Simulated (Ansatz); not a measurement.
C6H5F3Ge (`[F][Ge]([F])([F])[c]1ccccc1`), charge 0, multiplicity 1.

Question: Give a relaxed structure at PBE0-D4/def2-TZVP (Ansatz 0.2.0). (An estimate is asked.)

Answer: Computed: 
Z-matrix (Å, degrees):
```
Ge
F 1 1.714
F 1 1.714 2 104.5
F 1 1.714 2 104.5 3 112.3
C 1 1.905 2 115.2 3 -123.8
C 5 1.392 1 119.8 2 90.8
C 5 1.392 1 119.9 2 -89.1
C 6 1.386 5 119.7 1 -179.6
H 6 1.084 5 120.5 1 0.9
C 7 1.386 5 119.7 1 179.6
H 7 1.084 5 120.5 1 -0.9
C 8 1.387 6 120.0 5 -0.1
H 8 1.084 6 119.8 5 -179.9
H 10 1.084 7 119.8 5 179.9
H 12 1.084 8 119.8 6 -179.9
```
Point group Cs.
This is one stationary point; other conformers may exist.
